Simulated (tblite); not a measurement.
Compound: C3H10F2N2Si.
Numbering: `[NH2:1][CH2:2][C@H:3]([SiH2:4][NH2:5])[CH:6]([F:7])[F:8]` (hydrogens: H9, H10 on N1; H11, H12 on C2; H13 on C3; H14, H15 on Si4; H16, H17 on N5; H18 on C6)

A start from a force field or distance geometry was refined with GFN2-xTB geometry optimisation, gas phase (tblite). Values at the start:

| coordinate | start |
| --- | --- |
| N1–C2 | 1.416 Å |
| N1–H9 | 1.019 Å |
| C2–C3 | 1.522 Å |
| C2–H11 | 1.104 Å |
| C2–H12 | 1.137 Å |
| C3–Si4 | 1.865 Å |
| C3–C6 | 1.503 Å |
| C3–H13 | 1.129 Å |
| Si4–N5 | 1.801 Å |
| Si4–H14 | 1.486 Å |
| Si4–H15 | 1.453 Å |
| N5–H16 | 1.047 Å |
| C6–F7 | 1.376 Å |
| C6–F8 | 1.395 Å |
| C6–H18 | 1.107 Å |
| N1–C2–C3 | 115.4° |
| C2–C3–Si4 | 112.0° |
| C2–C3–C6 | 112.7° |
| C3–Si4–N5 | 111.0° |
| C3–C6–F7 | 113.7° |
| C3–C6–F8 | 107.0° |
| Si4–C3–C6 | 113.4° |
| F7–C6–F8 | 108.5° |
| N1–C2–C3–Si4 | 61° |
| C2–C3–Si4–N5 | -156° |
| C2–C3–C6–F7 | 60° |

Question: How do these coordinates change at the GFN2-xTB level?

Answer: 
```csv
coordinate,GFN2-xTB (Å or °),change
Si4–N5,1.717,-0.084
C3–Si4,1.918,+0.053
N5–H16,1.006,-0.041
C2–H12,1.097,-0.040
C3–H13,1.093,-0.036
C6–F8,1.362,-0.033
N1–C2,1.447,+0.031
Si4–H14,1.464,-0.022
C2–C3,1.538,+0.016
Si4–H15,1.469,+0.016
C6–F7,1.362,-0.014
C2–H11,1.093,-0.011
C3–C6,1.511,+0.008
N1–H9,1.014,-0.005
C6–H18,1.103,-0.004
C3–Si4–N5,104.2,-6.8
C3–C6–F8,111.1,+4.1
F7–C6–F8,105.0,-3.5
C2–C3–C6,110.5,-2.2
Si4–C3–C6,111.4,-2.0
C3–C6–F7,112.4,-1.3
N1–C2–C3,116.6,+1.2
C2–C3–Si4,113.0,+1.0
C2–C3–Si4–N5,157,-47
C2–C3–C6–F7,74,+14
N1–C2–C3–Si4,55,-6
```

The energy falls by 20.9 kcal/mol over 176 L-BFGS steps, the largest force on an atom goes from 2.29 to 0.009 eV/Å, and the atoms move by 0.621 Å rms after alignment. The bond that changes most is Si4–N5 (SiH2 silicon to silicon-bound nitrogen), which shortens by 0.084 Å. Bonds longer at the end by more than 0.005 Å: 5 of 17; shorter: 11. Among the dihedrals that turn most is H15–Si4–N5–H17, from 171° to -76°. Rotational constants go from 1979, 1475, 1055 to 1858, 1473, 1018 MHz.

Its GFN2-xTB frequencies are all real (lowest 45 cm⁻¹). One conformer, not necessarily the lowest.

All values are computed, not measured.
